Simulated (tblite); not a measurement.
Species: C5H8AsNO.
Numbering: `[CH:1]#[C:2][C@H:3]([AsH2:4])[CH2:5][NH:6][CH:7]=[O:8]` (hydrogens: H9 on C1; H10 on C3; H11, H12 on As4; H13, H14 on C5; H15 on N6; H16 on C7)

Computed with GFN2-xTB (tblite), gas phase: L-BFGS steps from a force-field or distance-geometry start until the largest atomic force falls under 0.01 eV/Å.

Step 123: E = -654.7316 eV
```
atom  x, y, z in Å  |  force x, y, z in eV/Å
C1     -1.7485    2.7059   -0.0738   -0.047  -0.047  -0.034
C2     -1.3026    1.6024   -0.2162   -0.025   0.038  -0.063
C3     -0.7226    0.2849   -0.3334   -0.013  -0.048   0.119
As4    -1.2807   -0.7555    1.3193    0.095   0.102  -0.018
C5      0.7947    0.4319   -0.4923    0.015   0.038  -0.006
N6      1.5148   -0.8277   -0.4607   -0.084   0.079  -0.030
C7      1.8092   -1.4055    0.7107    0.050   0.067   0.028
O8      1.4244   -1.0002    1.7830    0.007  -0.043   0.039
H9     -2.1757    3.6605    0.0164    0.030  -0.002   0.014
H10    -1.1439   -0.2262   -1.2056   -0.008  -0.008  -0.053
H11    -2.7011   -0.8560    0.7906   -0.012  -0.024   0.004
H12    -0.9878   -2.0922    0.6915   -0.026  -0.002  -0.023
H13     1.0200    0.9334   -1.4399    0.014  -0.002   0.052
H14     1.1696    1.0498    0.3317   -0.010  -0.025   0.017
H15     1.8609   -1.2090   -1.3243    0.012  -0.034  -0.035
H16     2.4621   -2.2873    0.6096    0.000  -0.086  -0.010
```

Step 124: E = -654.7342 eV
```
atom  x, y, z in Å  |  force x, y, z in eV/Å
C1     -1.7565    2.7043   -0.0807   -0.008  -0.054  -0.029
C2     -1.3023    1.6039   -0.2241   -0.056   0.041  -0.022
C3     -0.7236    0.2844   -0.3305   -0.011  -0.002   0.062
As4    -1.2794   -0.7525    1.3219    0.068   0.071  -0.025
C5      0.7934    0.4336   -0.4894    0.010   0.030   0.005
N6      1.5086   -0.8283   -0.4619   -0.041   0.059   0.045
C7      1.8114   -1.4061    0.7087    0.000   0.049   0.040
O8      1.4354   -1.0009    1.7849    0.017  -0.052  -0.032
H9     -2.1715    3.6644    0.0125    0.019  -0.025  -0.001
H10    -1.1437   -0.2313   -1.2009   -0.001  -0.006  -0.056
H11    -2.6988   -0.8587    0.7870    0.005  -0.018   0.027
H12    -0.9846   -2.0920    0.6969   -0.021   0.020  -0.014
H13     1.0200    0.9414   -1.4333    0.011  -0.017   0.046
H14     1.1679    1.0463    0.3380   -0.005  -0.011   0.033
H15     1.8642   -1.2019   -1.3241    0.013  -0.049  -0.069
H16     2.4522   -2.2978    0.6019    0.000  -0.036  -0.009
```

Step 125: E = -654.7354 eV
```
atom  x, y, z in Å  |  force x, y, z in eV/Å
C1     -1.7600    2.7056   -0.0885    0.004  -0.032  -0.017
C2     -1.3044    1.6054   -0.2272   -0.052   0.004  -0.001
C3     -0.7264    0.2843   -0.3263   -0.004   0.030  -0.020
As4    -1.2757   -0.7531    1.3225    0.025   0.042  -0.012
C5      0.7907    0.4356   -0.4849    0.004   0.007   0.016
N6      1.5028   -0.8277   -0.4607    0.016   0.018   0.026
C7      1.8144   -1.4063    0.7081   -0.025   0.014   0.033
O8      1.4462   -1.0031    1.7878    0.013  -0.041  -0.047
H9     -2.1657    3.6695    0.0052    0.006  -0.028  -0.010
H10    -1.1440   -0.2325   -1.1985    0.007   0.001  -0.034
H11    -2.6952   -0.8635    0.7857    0.016  -0.011   0.047
H12    -0.9815   -2.0925    0.6951   -0.011   0.030  -0.008
H13     1.0182    0.9440   -1.4275    0.011   0.000   0.032
H14     1.1642    1.0458    0.3444    0.003  -0.007   0.035
H15     1.8623   -1.1979   -1.3241   -0.013  -0.028  -0.028
H16     2.4469   -2.3045    0.5955   -0.001   0.002  -0.012
```

Step 126: E = -654.7359 eV
```
atom  x, y, z in Å  |  force x, y, z in eV/Å
C1     -1.7627    2.7074   -0.0941    0.018  -0.036  -0.010
C2     -1.3061    1.6070   -0.2263   -0.049   0.003  -0.002
C3     -0.7280    0.2859   -0.3238    0.004   0.022  -0.052
As4    -1.2740   -0.7539    1.3221    0.003   0.020  -0.004
C5      0.7895    0.4366   -0.4815    0.002   0.000   0.015
N6      1.5010   -0.8269   -0.4595    0.019   0.010   0.066
C7      1.8173   -1.4067    0.7076   -0.033  -0.007   0.010
O8      1.4519   -1.0060    1.7888    0.008  -0.027  -0.025
H9     -2.1630    3.6734   -0.0008   -0.006  -0.022  -0.012
H10    -1.1438   -0.2306   -1.1977    0.007   0.004  -0.024
H11    -2.6942   -0.8681    0.7853    0.024  -0.005   0.054
H12    -0.9797   -2.0929    0.6928   -0.006   0.038  -0.005
H13     1.0178    0.9446   -1.4236    0.012   0.016   0.025
H14     1.1625    1.0454    0.3490    0.008  -0.009   0.032
H15     1.8553   -1.2005   -1.3230   -0.006  -0.025  -0.059
H16     2.4490   -2.3056    0.5914   -0.005   0.016  -0.011
```

**Question.** Estimate the geometry and energy of step 127. (The exact step hangs on the optimiser's Hessian estimate; all steps are aligned on step 126, rigid shifts and turns removed.)

**Answer.** E = -654.7365 eV, largest force 0.067 eV/Å
```
atom  x, y, z in Å  |  force x, y, z in eV/Å
C1     -1.7640    2.7091   -0.1001    0.003   0.023   0.002
C2     -1.3093    1.6079   -0.2258   -0.011  -0.062  -0.016
C3     -0.7298    0.2875   -0.3222    0.005   0.004  -0.067
As4    -1.2710   -0.7546    1.3220   -0.010   0.009   0.014
C5      0.7881    0.4383   -0.4775   -0.005  -0.007   0.013
N6      1.4985   -0.8259   -0.4578    0.040  -0.004   0.007
C7      1.8183   -1.4075    0.7070   -0.022  -0.038  -0.010
O8      1.4559   -1.0100    1.7896   -0.003  -0.007   0.018
H9     -2.1588    3.6771   -0.0084   -0.021  -0.010  -0.011
H10    -1.1437   -0.2302   -1.1969    0.010   0.014  -0.014
H11    -2.6909   -0.8738    0.7873    0.014   0.003   0.055
H12    -0.9771   -2.0926    0.6905    0.004   0.036  -0.004
H13     1.0171    0.9460   -1.4191    0.018   0.032   0.019
H14     1.1603    1.0457    0.3546    0.010  -0.014   0.023
H15     1.8505   -1.2006   -1.3231   -0.027   0.002  -0.018
H16     2.4487   -2.3072    0.5865   -0.004   0.020  -0.010
```

The energy changes by -0.0006 eV. The first-order estimate −F·Δx gives -0.0008 eV and the mean of the old and new forces, exact on a quadratic surface, -0.0006 eV. The step makes an angle of 76° with the force vector and moves no atom by more than 0.009 Å.

The cost below is that of the whole relaxation. Hardware: Intel Xeon, one thread, shared host. Cost: 2.2 s.
